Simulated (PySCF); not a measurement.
Compound: C₄H₇BGeO₂.
Bonds: O1–B2, B2–O3, B2–Ge4, Ge4–C5, C5–C6 (double), C6–C7, C7–C8 (double), Ge4–C8. Hydrogens: H9 on O1; H10 on O3; H11 on Ge4; H12 on C5; H13 on C6; H14 on C7; H15 on C8.

A GFN2-xTB structure was refined with PySCF 2.14.0, PBE0-D3(BJ)/def2-SVP geometry optimisation, gas phase. Its GFN2-xTB values:

| coordinate | GFN2-xTB |
| --- | --- |
| O1–B2 | 1.318 Å |
| O1–H9 | 0.985 Å |
| B2–O3 | 1.359 Å |
| B2–Ge4 | 2.082 Å |
| Ge4–C5 | 1.937 Å |
| Ge4–H11 | 1.538 Å |
| C5=C6 | 1.345 Å |
| C5–H12 | 1.060 Å |
| C6–C7 | 1.451 Å |
| C6–H13 | 1.066 Å |
| O1–B2–O3 | 120.1° |
| O1–B2–Ge4 | 112.3° |
| B2–Ge4–C5 | 118.5° |
| O3–B2–Ge4 | 127.6° |
| Ge4–C5–C6 | 108.1° |
| C5–Ge4–C8 | 87.6° |
| C5–C6–C7 | 118.2° |
| O1–B2–Ge4–C5 | -50° |
| B2–Ge4–C5–C6 | 119° |
| B2–Ge4–C8–C7 | -119° |
| Ge4–C5–C6–C7 | 3° |

Question: How do these coordinates change at the PBE0-D3(BJ)/def2-SVP level?

Answer: 
```csv
coordinate,PBE0-D3(BJ)/def2-SVP (Å or °),change
O1–B2,1.351,+0.033
C5–H12,1.092,+0.032
C6–H13,1.096,+0.030
C6–C7,1.476,+0.025
O1–H9,0.967,-0.018
Ge4–H11,1.551,+0.013
Ge4–C5,1.948,+0.011
B2–O3,1.362,+0.003
C5=C6,1.348,+0.003
B2–Ge4,2.082,0.000
O1–B2–Ge4,118.9,+6.6
O3–B2–Ge4,122.5,-5.1
B2–Ge4–C5,115.3,-3.2
C5–Ge4–C8,89.2,+1.6
O1–B2–O3,118.7,-1.4
Ge4–C5–C6,107.5,-0.6
C5–C6–C7,117.8,-0.4
B2–Ge4–C8–C7,-116,+3
B2–Ge4–C5–C6,117,-2
Ge4–C5–C6–C7,1,-2
O1–B2–Ge4–C5,-51,-1
```

The energy falls by 0.175 eV over 7 energy and gradient evaluations, the largest force component goes from 0.0360 to 4.1e-04 Eh/bohr, and the atoms move by 0.076 Å rms after alignment. Among the bonds, O1–B2 and C5–H12 change most and about equally (+0.032 to +0.033 Å). Bonds longer at the end by more than 0.005 Å: 9 of 15; shorter: 1. Rotational constants go from 3194, 956.9, 928.0 to 3009, 969.4, 931.5 MHz.

The run used 165 basis functions and 51 SCF cycles in all.

Whether it is a minimum is left open (no frequencies). One conformer, not necessarily the lowest.

Shape of the structure used: `[OH:1][B:2]([OH:3])[GeH:4]1[CH:5]=[CH:6][CH:7]=[CH:8]1`: O1–B2–Ge4–C5 -51°, H–O1–B2–O3 0°, H–O3–B2–O1 180°.
